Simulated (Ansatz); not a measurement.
Basis-set extrapolation for `COC1(OC)CCCCC1` (PBE0-D4/def2-TZVP geometry, frozen core, the Gaussian-basis code of Ansatz). Multiplicity 1, RHF reference.

|  | def2-TZVPP | def2-QZVPP |
| --- | --- | --- |
| HF | -462.152379 | -462.173342 |
| MP2 correlation | -1.853918 | -1.977656 |
| CCSD(T) correlation | -2.010025 | not run |

Energies in hartree. Use E(X) = E(∞) + A·exp(−7.88·√X) for Hartree–Fock and E(X) = E(∞) + B·X^(−2.97) for correlation, with X = 3 and 4, and add CCSD(T) minus MP2 of the smaller set to the MP2 limit.

Question: What is the CCSD(T) energy at the basis-set limit?

Answer: HF limit: -462.173342 + (-0.020963) × 0.13774 = -462.17623. MP2 limit: -1.977656 + (-0.123738) × 0.74074 = -2.06931. Higher-order term: -2.010025 − (-1.853918) = -0.15611. Total: -464.40165 hartree, 628.1 kJ/mol below CCSD(T)/def2-TZVPP.
